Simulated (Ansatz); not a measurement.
Cu(PH3)(OH) (CuPOH4). Charge 0, multiplicity 3. Geometry B3LYP-D4/def2-TZVP, that of the neutral singlet.

Cartesian coordinates in Å:
```
Cu 0.105 -0.474 0.819
P -0.272 0.677 -0.962
H 0.618 1.702 -1.338
H -1.470 1.413 -1.052
H -0.350 0.021 -2.207
O 0.304 -1.376 2.359
H 1.065 -1.964 2.381
```

At PBE0-D4/def2-TZVP a singlet of charge 0 lies 4.30 eV below the triplet at the same geometry.

**Question.** Estimate the α-spin orbital energies around the gap (eV) in Ansatz with PBE-D4/def2-TZVP, r2SCAN-D4/def2-TZVP, PBE0-D4/def2-TZVP.

**Answer.** 
| orbital | PBE-D4/def2-TZVP | r2SCAN-D4/def2-TZVP | PBE0-D4/def2-TZVP |
| --- | --- | --- | --- |
| HOMO−5 | -8.06 | -8.52 | -11.38 |
| HOMO−4 | -8.01 | -8.45 | -11.02 |
| HOMO−3 | -7.95 | -8.39 | -10.01 |
| HOMO−2 | -7.82 | -8.22 | -9.39 |
| HOMO−1 | -7.28 | -7.50 | -8.33 |
| HOMO | -1.76 | -1.82 | -2.52 |
| LUMO | -1.55 | -1.24 | -0.79 |
| LUMO+1 | -1.50 | -1.18 | -0.64 |
| LUMO+2 | 0.11 | 0.77 | 1.20 |
| LUMO+3 | 1.10 | 1.79 | 2.18 |
| LUMO+4 | 1.66 | 1.96 | 2.46 |
| LUMO+5 | 1.77 | 2.33 | 2.81 |
| β HOMO | -6.83 | -6.95 | -8.14 |
| β LUMO | -6.52 | -6.19 | -5.00 |
